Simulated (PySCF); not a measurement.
Computed IR spectrum (relative IR intensity) of a molecule C4H4F2. Geometry: B3LYP-D3(BJ)/def2-SVP. Other conformers were not sampled. All values below come from B3LYP-D3(BJ)/def2-SVP in PySCF. Harmonic, unscaled wavenumbers; measured fundamentals usually lie a few per cent lower.

ν (cm⁻¹): 461 (w), 486 (vw), 709 (vw), 757 (w), 937 (m), 970 (vw), 1057 (w), 1078 (vw), 1124 (w), 1209 (w), 1224 (vs), 1280 (m), 1348 (vs), 1450 (w), 3055 (w), 3120 (w) (against the strongest line: vs over 80 %, s over 45 %, m over 15 %, w over 4 %, vw less)

**Question.** Which structure fits?
(A) CC=C=C(F)F
(B) FC1(F)C=CC1
(C) C=C=CC(F)F
(D) C#CCC(F)F

**Answer.** B, FC1(F)C=CC1
